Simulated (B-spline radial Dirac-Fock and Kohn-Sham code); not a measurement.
Kr 4p3/2: cross section and angular parameters

System: the Kr atom, configuration [Ar] 3d10 4s2 4p6; threshold 12.22 eV (orbital energy of the model). The computed values come from a radial B-spline solver: Dirac-Hartree-Slater photoionisation with a Latter tail; cross sections with all multipoles, angular parameters from the dipole term and its interference with E2.

For linearly polarised light dσ/dΩ = σ/(4π) [1 + β P₂(cos θ) + (δ + γ cos²θ) sin θ cos φ], with θ from the polarisation vector and φ the angle between the beam and the projection of the electron momentum on the plane normal to the polarisation.

```
hν (eV)  σ (kb)       β       γ       δ
   74.5     184  -0.175   0.004   0.008
     80     171  -0.160  -0.030   0.014
   83.4     166  -0.120  -0.040   0.018
   90.7     157   0.006  -0.042   0.022
    100     150   0.189  -0.019   0.025
    111     143   0.390   0.021   0.025
    127     134   0.629   0.076   0.022
    132     131   0.692   0.090   0.021
    200    97.2   1.206   0.165   0.008
    272    71.0   1.427   0.127   0.001
    406    42.7   1.590   0.035  -0.001
    451    36.7   1.616   0.014  -0.001
    472    34.4   1.625   0.006  -0.001
    506    31.0   1.638  -0.005  -0.001
    706    18.0   1.673  -0.023   0.001
    707    17.9   1.673  -0.023   0.001
    846       ?       ?       ?       ?
   1000    9.46   1.671   0.028   0.003
   1390    4.82   1.640   0.143   0.006
   1550    3.81   1.624   0.194   0.008
   2360    1.43   1.539   0.442   0.017
 2984.4   0.794   1.476   0.607   0.025
   3120   0.708   1.463   0.640   0.027
   3680   0.458   1.412   0.765   0.035
   4580   0.252   1.336   0.935   0.050
   6000   0.117   1.231   1.146   0.074
   6980  0.0750   1.168   1.262   0.090
 8047.8  0.0489   1.106   1.368   0.109
  11700  0.0152   0.932   1.630   0.171
  12000  0.0141   0.920   1.646   0.176
```

**Question.** Give the values at 846 eV.

**Answer.** σ = 13.0 kb, β = 1.676, γ = -0.006, δ = 0.002.
